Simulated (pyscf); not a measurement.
•H₂Si–SiH(Cl)–Cl, doublet

Gas-phase minimum from PySCF at ωB97X-D3(BJ)/def2-SVP, one conformer. Other isomers of •H₂Si–SiH(Cl)–Cl were not searched in full and may lie lower. 

```xyz
7

Si    -0.6056    -0.6874    -0.0131
Si     0.2897     1.2713    -0.8401
Cl     2.1168     1.5470     0.0737
Cl    -0.9914     2.7986    -0.3150
H      0.2752    -1.8734    -0.2189
H     -1.9937    -0.9491    -0.4922
H      0.5082     1.3574    -2.3052
```
Charge 0, spin multiplicity 2.

Bond lengths (Å): Si1–Si2 2.307, Si1–H5 1.492, Si1–H6 1.492, Si2–Cl3 2.061, Si2–Cl4 2.061, Si2–H7 1.484. Bond angles (°): Si2–Si1–H5 113.4, Si2–Si1–H6 113.3, H5–Si1–H6 111.4, Si1–Si2–Cl3 107.4, Si1–Si2–Cl4 107.3, Si1–Si2–H7 117.4, Cl3–Si2–Cl4 109.8, Cl3–Si2–H7 107.4, Cl4–Si2–H7 107.5.

Properties at ωB97X-D3(BJ)/def2-SVP:

| Item | Value |
|---|---|
| Harmonic wavenumbers, unscaled | 98, 146, 150, 200, 434, 507, 515, 564, 610, 767, 818, 918, 2241, 2261, 2280 cm⁻¹ |
| Zero-point energy | 17.9 kcal/mol |
| Rotational symmetry number | 1 |
| Entropy of this conformer at 298 K and 1 atm, rigid rotor and harmonic oscillator, modes under 100 cm⁻¹ raised to 100 | 354.9 J/(mol K) |
| Dipole moment | 1.63 D |
| Spin expectation value S2 | 0.752 |

Single-point totals, which compare only within one level:

| level | total energy (hartree) |
|---|---|
| ωB97X-D3(BJ)/def2-TZVP | -1501.35302 |
| PBE/def2-TZVP | -1500.60897 |
| r²SCAN/def2-TZVP | -1501.17729 |
| B3LYP-D3(BJ)/def2-TZVP | -1501.37326 |
| PBE0-D3(BJ)/def2-TZVP | -1500.75005 |
| M06-2X/def2-TZVP | -1501.21159 |
| ωB97M-D3(BJ)/def2-TZVP | -1501.46802 |

Soft torsions are taken as harmonic, which can shift the entropy by several J/(mol K).
